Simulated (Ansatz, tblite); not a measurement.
Isomers of Bi3 (doublet), found by a short tight-binding search and relaxed with PBE0-D4/def2-SVP in Ansatz.

In the def2 sets Bi takes a core potential; there is no spin–orbit coupling. The xTB rows come from tblite.

Run but left out: HF/def2-SVP, ωB97M-V/def2-TZVP, MP2/def2-SVP, CCSD/def2-SVP, CCSD(T)/def2-SVP (A: ⟨S²⟩ 1.11 to 1.57, where a pure state has 0.75).

A: At r2SCAN-D4/def2-TZVP, r2SCANh-D4/def2-TZVP, PBE0-D4/def2-TZVP the charge 0 doublet is spin-contaminated (final ⟨S²⟩ up to 1.04, 0.75 for a pure state). B: At PBE-D4/def2-TZVP the gap within one spin of the charge 0 doublet nearly closes, so an electron or hole may be smeared out by delocalisation error. At r2SCAN-D4/def2-TZVP, r2SCANh-D4/def2-TZVP, PBE0-D4/def2-TZVP the charge 0 doublet is spin-contaminated (final ⟨S²⟩ up to 0.94, 0.75 for a pure state).

Other spin states were run for one of them alone.

A:

```xyz
3

Bi   -0.6516   -1.5376   -0.4086
Bi    0.5430    1.1443   -1.1641
Bi    0.1086    0.3933    1.5726
```

B:

```csv
atom,x (Å),y (Å),z (Å)
Bi1,-0.007,0.014,-0.011
Bi2,2.460,0.458,-1.047
Bi3,-2.453,-0.472,1.058
```

Question: Estimate which lies lowest at each level, and how far above it the others are (kJ/mol).

Answer: 
```
               level    A      B
            GFN1-xTB  0.0  144.4
            GFN2-xTB  0.0  146.5
    PBE-D4/def2-TZVP  0.0  159.3
 r2SCAN-D4/def2-TZVP  0.0  163.7
r2SCANh-D4/def2-TZVP  0.0  169.3
   PBE0-D4/def2-TZVP  0.0  174.9
```
Point groups (tolerance 0.1 Å): A C2v, B D∞h. Lower isomers may exist.
